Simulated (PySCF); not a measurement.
MoH₅, SMILES [MoH5] (connectivity only; charge and spin as stated), neutral, multiplicity 2.

Coordinates come from a PBE-D3(BJ)/def2-TZVPD optimisation. The spin state was assumed, not searched. The def2 effective core potentials stand for the cores of Mo; spin–orbit coupling is left out.

Computed with M06-2X/def2-TZVPD (PySCF).

The molecule is in vacuum.

```json
{
  "total_energy": "-70.94240 hartree",
  "point_group": "Cs",
  "α spin, highest occupied and lowest empty level": "-8.36 and -1.78 eV",
  "β spin, highest occupied and lowest empty level": "-9.41 and -1.57 eV",
  "dipole_moment": "0.240 e·Å",
  "quadrupole, principal values (traceless, Buckingham form, about the centre of nuclear charge)": "-1.08, -0.80, 1.88 D·Å",
  "mean_static_polarisability": "52.2 bohr³ (7.74 Å³)",
  "polarisability_principal_values": "50.0, 53.3, 53.5 bohr³",
  "⟨S²⟩": "0.767 (pure state 0.75)"
}
```
